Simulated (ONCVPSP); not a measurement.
# Which change was made? (Ga, ONCV)

```json
{"Element": "Ga (Z = 31)", "Generator": "ONCVPSP 4.0.1", "Type": "optimised norm-conserving Vanderbilt (ONCV)", "Functional": "PW91", "Relativity": "scalar-relativistic", "Frozen core": "[Ar] 3d10", "Valence charge": "3", "Reference configuration": "4s2 4p1", "Partial waves": "4s: rc 1.55 bohr, ncon 3, nbas 7, qcut 4.3 1/bohr, 1 projector; 4p: rc 2.80 bohr, ncon 4, nbas 8, qcut 3.1 1/bohr, 1 projector; d scattering state at 0.2 Ha: rc 2.45 bohr, ncon 4, nbas 6, qcut 3.5 1/bohr, 3 projectors, debl 3.7 Ha", "Local potential": "polynomial inside 1.45 bohr (lpopt 5, dvloc0 6 Ha)", "Core correction": "Teter function, fcfact 2.5, rcfact 1.45"}
```

Cutoffs, loose and tight: the cutoffs (Ha) at which the residual kinetic energy of the hardest occupied pseudo-wave falls to 1 and 0.1 mHa per electron. They do not see the model core or the augmentation charge, which bear on the density cutoff. Test errors are all-electron minus pseudo excitation energies from the reference, over the configurations 4s2 4p0; 4s1 4p0; 4s2 4p0.5; 4s1 4p1; variants that change the core or the reference have their own tests.

The base gives: outcome: generated; cutoff, loose: 7.4 Ha; cutoff, tight: 9.9 Ha; bound ghosts: none; GHOST(+) flags above zero: d; largest test error (meV): -167.

Question: After one change the result is: outcome: generated; cutoff, loose: 68 Ha; cutoff, tight: 221 Ha; bound ghosts: none; GHOST(+) flags above zero: s; largest test error (meV): -101. Which change was it?
A. d: rc 3.3
B. core correction Teter function, fcfact 5.6, rcfact 1.45
C. core [Ar], valence charge 13; reference 3d10 4s1.5 4p1.5; waves now 4s: rc 2.00 bohr, ncon 4, nbas 7, qcut 2.9 1/bohr, 2 projectors, debl 1.3 Ha; 4p: rc 2.35 bohr, ncon 4, nbas 7, qcut 3.6 1/bohr, 2 projectors, debl 3.4 Ha; 3d: rc 1.10 bohr, ncon 4, nbas 9, qcut 11.9 1/bohr, 2 projectors, debl 3.8 Ha; f scattering state at 0.19 Ha: rc 2.05 bohr, ncon 4, nbas 8, qcut 5.3 1/bohr, 1 projector; local potential polynomial inside 0.95 bohr (lpopt 4, dvloc0 6 Ha)

Answer: C. The others give: core correction Teter function, fcfact 5.6, rcfact 1.45 → outcome: generated; cutoff, loose: 7.4 Ha; cutoff, tight: 9.9 Ha; bound ghosts: none; GHOST(+) flags above zero: d; largest test error (meV): -343 | d: rc 3.3 → outcome: generated; cutoff, loose: 7.4 Ha; cutoff, tight: 9.9 Ha; bound ghosts: d; GHOST(+) flags above zero: d; largest test error (meV): -167.
